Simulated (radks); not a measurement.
Dy, 66 electrons, occupied as [Xe] 4f10 6s2.

Calculated with a radial shooting solver on a logarithmic mesh with Libxc functionals: scalar-relativistic Kohn-Sham, PBE, spin-polarised, spherical densities, finite nucleus; open shells are filled with parallel spins first (spin-orbit coupling, left out, can overturn this in heavy ions); Fermi nuclear charge, rms radius 5.2218 fm; hard spherical wall at 12 bohr.

Energy parts (hartree):
total: -12156.2829
kinetic: 13112.5290
electron-nucleus: -29747.4636
Hartree: 4741.7588
exchange-correlation: -263.1071

Orbitals (lengths in bohr, moments of r in powers of bohr):
| orbital | occ. | eigenvalue (hartree) | <r> | <1/r> | <r^4> | <r^2> |
|---|---|---|---|---|---|---|
| 1s up | 1 | -1971.615 | 0.02112 | 74.55 | 9.916e-07 | 0.0006095 |
| 1s down | 1 | -1971.615 | 0.02112 | 74.55 | 9.916e-07 | 0.0006095 |
| 2s up | 1 | -328.3238 | 0.08978 | 17.33 | 0.0001559 | 0.009521 |
| 2s down | 1 | -328.3225 | 0.08978 | 17.33 | 0.0001559 | 0.009521 |
| 2p up | 3 | -291.3463 | 0.07945 | 16.09 | 0.0001175 | 0.007707 |
| 2p down | 3 | -291.3455 | 0.07945 | 16.09 | 0.0001175 | 0.007707 |
| 3s up | 1 | -73.10013 | 0.2346 | 6.374 | 0.005963 | 0.06288 |
| 3s down | 1 | -73.04282 | 0.2345 | 6.378 | 0.005950 | 0.06282 |
| 3p up | 3 | -61.74508 | 0.2335 | 5.975 | 0.006273 | 0.06316 |
| 3p down | 3 | -61.68796 | 0.2333 | 5.978 | 0.006257 | 0.06309 |
| 3d up | 5 | -47.13037 | 0.2122 | 5.667 | 0.004964 | 0.05287 |
| 3d down | 5 | -47.08675 | 0.2120 | 5.670 | 0.004946 | 0.05278 |
| 4s up | 1 | -14.50606 | 0.5300 | 2.688 | 0.1462 | 0.3170 |
| 4s down | 1 | -14.37878 | 0.5300 | 2.687 | 0.1463 | 0.3171 |
| 4p up | 3 | -10.76730 | 0.5616 | 2.465 | 0.1928 | 0.3588 |
| 4p down | 3 | -10.64141 | 0.5617 | 2.464 | 0.1931 | 0.3590 |
| 4d up | 5 | -5.67406 | 0.6096 | 2.173 | 0.3041 | 0.4314 |
| 4d down | 5 | -5.54977 | 0.6102 | 2.171 | 0.3065 | 0.4325 |
| 4f up | 7 | -0.15926 | 0.8627 | 1.567 | 3.929 | 1.025 |
| 4f down | 3 | -0.05206 | 0.9210 | 1.523 | 8.362 | 1.253 |
| 5s up | 1 | -1.82463 | 1.296 | 1.022 | 5.367 | 1.893 |
| 5s down | 1 | -1.76114 | 1.309 | 1.011 | 5.602 | 1.930 |
| 5p up | 3 | -0.95124 | 1.537 | 0.8497 | 11.59 | 2.696 |
| 5p down | 3 | -0.90581 | 1.559 | 0.8359 | 12.37 | 2.777 |
| 5d up | 0 | -0.04648 | 3.305 | 0.4143 | 407.6 | 13.77 |
| 5d down | 0 | -0.03695 | 3.520 | 0.3885 | 506.3 | 15.57 |
| 6s up | 1 | -0.13884 | 4.062 | 0.3074 | 547.0 | 18.74 |
| 6s down | 1 | -0.13472 | 4.126 | 0.3023 | 579.1 | 19.31 |
| 6p up | 0 | -0.03943 | 5.411 | 0.2243 | 1524 | 32.65 |
| 6p down | 0 | -0.03803 | 5.470 | 0.2216 | 1579 | 33.33 |
| 7s up | 0 | 0.04127 | 7.240 | 0.1810 | 4254 | 57.97 |
| 7s down | 0 | 0.04262 | 7.253 | 0.1811 | 4299 | 58.24 |

The highest occupied level is 4f down at -1.417 eV. The density falls to 0.001 e/bohr^3 at r = 5.17 bohr. The spin density at the nucleus is 2.28 e/bohr^3 (1s 0.01, 2s -0.66, 3s -10.77, 4s 2.11, 5s 10.38, 6s 1.20). The electron density at the nucleus is 7.776e+05 e/bohr^3 (large components only).
